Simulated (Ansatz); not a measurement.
Mg₃Si, relaxed as a singlet with RKS r2SCAN-D4/def2-TZVP in Ansatz, starting from the GFN1-xTB geometry. Force threshold 0.02 eV/Å.

The restricted singlet is unstable towards broken spin symmetry in Hartree–Fock (as tested in another run); at r2SCAN-D4/def2-TZVP this wasn't settled. Another isomer (triplet) lies 0.90 eV lower at PBE0-D4/def2-TZVP; other spin states weren't run for this one.

Start:

```
atom    x (Å)    y (Å)    z (Å)
 Mg1  -0.5929   0.9302   0.3921
 Mg2  -2.1215  -1.4728   1.4665
 Mg3   1.8533  -0.6085  -0.2327
 Si4   0.8611   1.1511  -1.6260
```

```tsv
step	energy (eV)	largest force component (eV/Å)	SCF passes
1	-24205.5349	0.156	18
2	-24205.5382	0.026	24
3	-24205.5385	0.024	25
4	-24205.5394	0.013	23
```

Force components are those of the run's own axes.

End:

```csv
atom,x (Å),y (Å),z (Å)
Mg1,-0.608,0.965,0.388
Mg2,-2.067,-1.465,1.436
Mg3,1.832,-0.636,-0.220
Si4,0.843,1.135,-1.604
```

By distances, no bond broke or formed. The bond that changes most is Mg1–Si4, from 2.50 to 2.47 Å (atoms count from 1).

No frequencies were taken in this run, so the end may be a saddle point.

Hardware: 4 threads of Intel Xeon on a shared host. Wall time 9 s.
